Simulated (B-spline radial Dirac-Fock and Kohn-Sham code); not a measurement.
# Lu²⁺ 5s: cross section and angular parameters

System: the Lu²⁺ ion in the configuration [Xe] 4f14 6s1; threshold 84.72 eV (orbital energy of the model). These are calculated numbers from a radial B-spline solver; the model is Dirac-Hartree-Slater photoionisation with a Latter tail; cross sections with all multipoles, angular parameters from the dipole term and its interference with E2.

For linearly polarised light dσ/dΩ = σ/(4π) [1 + β P₂(cos θ) + (δ + γ cos²θ) sin θ cos φ], with θ from the polarisation vector and φ the angle between the beam and the projection of the electron momentum on the plane normal to the polarisation.

| hν (eV) | σ (kb) | β | γ |
| --- | --- | --- | --- |
| 96.7 | 70.3 | 0.995 | -0.246 |
| 117 | 76.2 | 1.386 | -0.093 |
| 196 | 62.8 | 1.741 | 0.199 |
| 300 | 41.3 | 1.831 | 0.327 |
| 384 | 31.0 | 1.860 | 0.375 |
| 475 | 23.7 | 1.880 | 0.406 |
| 603 | 17.1 | 1.897 | 0.421 |
| 706 | 13.7 | 1.906 | 0.423 |
| 879 | 10.0 | 1.916 | 0.413 |
| 976 | 8.56 | 1.921 | 0.403 |
| 1220 | 6.09 | 1.929 | 0.367 |
| 1250 | 5.86 | 1.930 | 0.362 |
| 1253.6 | 5.84 | 1.930 | 0.362 |
| 1900 | 3.00 | 1.941 | 0.247 |
| 2310 | 2.16 | 1.946 | 0.176 |
| 3430 | 1.08 | 1.953 | 0.021 |
| 3570 | 1.01 | 1.953 | 0.006 |
| 3900 | 0.861 | 1.954 | -0.027 |
| 4000 | 0.822 | 1.955 | -0.036 |
| 4710 | 0.610 | 1.957 | -0.088 |
| 6000 | 0.387 | 1.959 | -0.140 |
| 6330 | 0.349 | 1.960 | -0.146 |
| 8047.8 | 0.219 | 1.961 | -0.139 |
| 8320 | 0.205 | 1.962 | -0.134 |
| 8370 | 0.203 | 1.962 | -0.133 |
| 9251.7 | ? | ? | ? |
| 12800 | 0.0868 | 1.963 | 0.055 |
| 15000 | 0.0625 | 1.963 | 0.192 |

Problem. Give the values at Ga Kα (9251.7 eV).

Solution. σ = 0.167 kb, β = 1.962, γ = -0.109. For an s subshell δ is negligible.
